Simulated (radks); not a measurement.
Problem. The mean radii <r> (bohr) of the occupied orbitals of an atom or ion are listed with their occupations. Method: scalar-relativistic Kohn-Sham, SCAN, spin-polarised, spherical densities, finite nucleus; meta-GGA in the generalised Kohn-Sham scheme; Fermi nuclear charge, rms radius of each element as measured or else 0.836 A^(1/3) + 0.57 fm; computed with a radial shooting solver on a logarithmic mesh with Libxc functionals.

| orbital | occ. | <r> |
|---|---|---|
| 1s up | 1 | 0.06358 |
| 1s down | 1 | 0.06358 |
| 2s up | 1 | 0.2922 |
| 2s down | 1 | 0.2921 |
| 2p up | 3 | 0.2595 |
| 2p down | 3 | 0.2595 |
| 3s up | 1 | 0.8492 |
| 3s down | 1 | 0.8513 |
| 3p up | 3 | 0.8802 |
| 3p down | 3 | 0.8799 |
| 4p up | 2 | 2.276 |

Name the element and its charge. Open shells, if any, are filled with parallel spins first.

Solution. Z = 24, chromium, charge +4: Cr4+ in [Ar] 4p2. The 1s radius gives Z: for a bare nucleus <r> = (2 gamma + 1)/(2Z) with gamma = sqrt(1 - (Z/c)^2), 0.06186 bohr for Z = 24, and screening makes it slightly larger (0.06358 here). The occupations add up to 20, and the charge is Z minus that.
